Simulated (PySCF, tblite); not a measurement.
Isomers of C3H7ClSi, one GFN2-xTB conformer each. Single-point energies are computed at PBE0/pcSseg-1 (PySCF, gas phase, no added dispersion term), electronic only.

```tsv
SMILES	GFN2-xTB relative energy (kcal/mol)
C=C(C)[SiH2]Cl	0.0
C=C[C@@H]([SiH3])Cl	30.9
```

Conformers: `[CH2:1]=[C:2]([CH3:3])[SiH2:4][Cl:5]` with C1–C2–Si4–Cl5 125°; `[CH2:1]=[CH:2][C@@H:3]([SiH3:4])[Cl:5]` with C1–C2–C3–Si4 112°.

**Question.** What does PBE0/pcSseg-1 give for the same structures?

**Answer.** 
| SMILES | PBE0/pcSseg-1 E (Eh) | PBE0/pcSseg-1 (kcal/mol) | GFN2-xTB (kcal/mol) | point group |
| --- | --- | --- | --- | --- |
| C=C(C)[SiH2]Cl | -867.78373 | 0.0 | 0.0 | C1 |
| C=C[C@@H]([SiH3])Cl | -867.72135 | 39.1 | 30.9 | C1 |

Both levels put the same isomer lowest. 

**Question.** Which frontier levels, dipoles and rotational constants go with these structures?

**Answer.** 
| SMILES | HOMO (eV, PBE0/pcSseg-1) | LUMO (eV) | dipole (D) | A, B, C (MHz) |
| --- | --- | --- | --- | --- |
| C=C(C)[SiH2]Cl | -7.87 | -0.50 | 1.75 | 5415, 1820, 1560 |
| C=C[C@@H]([SiH3])Cl | -7.60 | -0.46 | 1.92 | 3116, 2564, 1513 |

**Question.** What happens when harmonic zero-point energies from GFN2-xTB frequencies are added?

**Answer.** 
```tsv
SMILES	ZPE (kcal/mol)	electronic (kcal/mol)	with ZPE (kcal/mol)
C=C(C)[SiH2]Cl	54.4	0.0	0.0
C=C[C@@H]([SiH3])Cl	52.3	39.1	37.0
```

The zero-point energies span 2.1 kcal/mol. The order is unchanged.
